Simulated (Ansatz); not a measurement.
TeCl4. Charge 0, multiplicity 1. Geometry PBE-D4/def2-SVP, basis def2-TZVP, Ansatz.

| atom | x (Å) | y (Å) | z (Å) |
| --- | --- | --- | --- |
| Te1 | -0.354 | -0.433 | 0.117 |
| Cl2 | 0.579 | -1.820 | -1.707 |
| Cl3 | -1.409 | 0.803 | 1.983 |
| Cl4 | -0.641 | 1.418 | -1.353 |
| Cl5 | 1.825 | 0.033 | 0.960 |

```tsv
run	HOMO (eV)	LUMO (eV)
A	-10.54	-2.02
B	-8.49	-3.97
C	-9.64	-3.01
D	-7.21	-4.50
E	-7.68	-4.63
F	-7.57	-4.88
```

In the def2 sets Te takes a core potential; there is no spin–orbit coupling.

Task: The runs used BLYP, CAM-B3LYP, LDA (SPW92), PBE0, r2SCAN, ωB97X-V. Estimate which is which.

Result: A ωB97X-V (range-separated); B PBE0 (25 % exact exchange); C CAM-B3LYP (range-separated); D BLYP (0 % exact exchange); E r2SCAN (0 % exact exchange); F LDA (SPW92) (0 % exact exchange). Exact exchange lowers occupied and raises empty levels; among semilocal functionals meta-GGAs tend to open the gap a little, and such runs are hard to tell apart. The gap grows from 2.69 eV (LDA (SPW92)) to 8.52 eV (ωB97X-V).
